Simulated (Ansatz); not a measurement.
One change: `COC(C)=O` becomes `CC(=O)[SeH]`.

Ansatz, PBE0-D4/def2-TZVP geometries, multiplicity 1. Each molecule was computed in one conformer, which needn't be the lowest.

Scalar relativity is left out up to krypton.

| property | `COC(C)=O` |
| --- | --- |
| size of the dipole moment (B3LYP/def2-TZVPP) / D | 1.89 |
| HOMO–LUMO gap (PBE0/def2-TZVPP) / eV | 8.37 |
| HOMO–LUMO gap (PBE/def2-TZVPP) / eV | 5.52 |
| HOMO energy (B3LYP/def2-TZVPP) / eV | -7.71 |
| HOMO–LUMO gap (ωB97M-V/def2-TZVPP) / eV | 13.13 |
| LUMO energy (ωB97M-V/def2-TZVPP) / eV | 2.70 |

**Question.** Give the same properties after the change, and the shifts. (An estimate is asked.)

**Answer.** Computed: 
```
                                        property  `CC(=O)[SeH]`  shift
size of the dipole moment (B3LYP/def2-TZVPP) / D           3.07   1.18
            HOMO–LUMO gap (PBE0/def2-TZVPP) / eV           6.60  -1.77
             HOMO–LUMO gap (PBE/def2-TZVPP) / eV           4.36  -1.16
             HOMO energy (B3LYP/def2-TZVPP) / eV          -7.12   0.59
         HOMO–LUMO gap (ωB97M-V/def2-TZVPP) / eV          11.03  -2.10
           LUMO energy (ωB97M-V/def2-TZVPP) / eV           1.53  -1.17
```

With PBE0 the HOMO rises by 0.63 eV and the LUMO falls by 1.15 eV, so the gap narrows by about 1.78 eV. PBE moves the HOMO by 0.08 eV and ωB97M-V by 0.93 eV. The zero-point energy changes by -92.8 kJ/mol with -9 modes. Dipoles are sizes alone; their direction can turn.

B3LYP here is the variant with VWN-RPA as its local correlation; programs differ in this.

Spin–orbit coupling is left out; it splits and shifts lone-pair levels of the heavy atoms by tenths of an eV.
